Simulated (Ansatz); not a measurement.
Reaction (substitution at a C–O bond): `C[O][Sc]([OH])[Cl]` + `C=C(O)S` → `C=C(O)SC` + `[OH][Sc]([OH])[Cl]`

Calculated with Ansatz (gas phase, PBE0-D4/def2-TZVP geometries, no zero-point term in ΔE). CCSD(T)/CBS adds triple-zeta CCSD(T) − MP2 to the extrapolated MP2 energy (def2 sets, frozen cores). Functionals use def2-TZVPP. B3LYP here is the variant with VWN-RPA as its local correlation; programs differ in this. For Sc outer-core shells are correlated without core-valence functions, which leaves a few kJ/mol of doubt a bond. Scalar relativity is left out up to krypton. Each species was taken in one conformer, which may not be the lowest.

| level | ΔE (kJ/mol) | difference from CCSD(T)/CBS |
| --- | --- | --- |
| PBE-D4 | -42.2 | 4.2 |
| r2SCAN-D4 | -42.9 | 3.5 |
| PBE0-D4 | -44.1 | 2.3 |
| B3LYP-D4 | -39.5 | 6.9 |
| ωB97X-V | -42.8 | 3.6 |
| ωB97M-V | -45.8 | 0.6 |
| B2PLYP | -40.3 | 6.1 |
| PBE | -39.7 | 6.7 |
| r2SCAN | -42.3 | 4.1 |
| PBE0 | -41.9 | 4.5 |
| B3LYP | -35.5 | 10.9 |
| HF/def2-TZVPP | -34.0 | 12.4 |
| MP2/def2-TZVPP | -50.3 | -3.9 |
| SCS-MP2/def2-TZVPP | -44.6 | 1.8 |
| CCSD/def2-TZVPP | -41.5 | 4.9 |
| CCSD(T)/def2-TZVPP | -42.6 | 3.8 |
| HF/def2-QZVPP | -33.4 | 13.0 |
| MP2/def2-QZVPP | -52.2 | -5.8 |
| SCS-MP2/def2-QZVPP | -46.7 | -0.3 |
| HF/CBS(def2) | -33.4 | 13.0 |
| MP2/CBS(def2) | -54.0 | -7.6 |
| CCSD/CBS(def2) | -45.2 | 1.2 |
| CCSD(T)/CBS | -46.4 | 0 |

Largest T1 diagnostic among the species: 0.015.

The D4 term adds −4.1 kJ/mol with B3LYP and −2.1 kJ/mol with PBE0; it sums over pairs of atoms, weighted by their polarisabilities, and B3LYP, whose exchange is more repulsive, gets the larger term. In def2-TZVPP, CCSD(T) changes the Hartree–Fock value by −8.6 kJ/mol (the triples alone add −1.1 kJ/mol) and MP2 by −16.3 kJ/mol.
